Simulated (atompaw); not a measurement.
What one change does to a pseudopotential (barium (Ba), PAW (atompaw))

atompaw 4.2.0.5 input, output lines left out:

```
Ba 56
GGA-PBESOL scalarrelativistic loggrid 2001 logderivrange -4 5 226
6 6 5 0 0 0
6 1 0
5 2 0
0 0 0
c
c
c
c
v
v
c
c
c
v
v
c
c
v
2
3.00 2.60 2.55 1.50
n
n
y
2.25
n
custom polynom2 7 10 vanderbiltortho sinc
3 0 troulliermartins
2.65
3.00
2.20
3.00
3.00
3.00
```

Change: wave 5s (bound): rc 2.65 bohr becomes 5s (bound): rc 1.90 bohr.

Cutoffs: the cutoffs (Ry, on a coarse ladder) from which the occupation-weighted sum of valence levels, in a spherical-Bessel basis at the reference potential, stays within 10 and 1 mRy of its value at 400 Ry; they do not see the model core or the augmentation charge, which bear on the density cutoff.

Question: What does the change do?

Answer: The potential gets softer (12 Ry and 35 Ry → 12 Ry and 25 Ry); both files keep a bound ghost (s).

```tsv
quantity	base	changed
cutoff, loose	12 Ry	12 Ry
cutoff, tight	35 Ry	25 Ry
loose cutoff by channel (10 mRy a level)	s 8 Ry, p 8 Ry	s 6 Ry, p 8 Ry
bound ghosts	s	s
s: phases at 3.01 bohr within 0.05 rad from the reference energy up to (Ry; the scan ends near 5)	0.4	0.4
p: phases at 3.01 bohr within 0.05 rad from the reference energy up to (Ry; the scan ends near 5)	-0.1	-0.1
d: phases at 3.01 bohr within 0.05 rad from the reference energy up to (Ry; the scan ends near 5)	2.8	2.8
lowest overlap eigenvalue by channel	s 0.59, p 0.25, d 0.85	s 0.39, p 0.25, d 0.85
```

 A true bound ghost makes a file unfit for plane-wave use even where its test errors are small: the radial tests pick states by their node count and pass the ghost by. The cutoffs see the waves, projectors and local potential, not the compensation charge or the core.
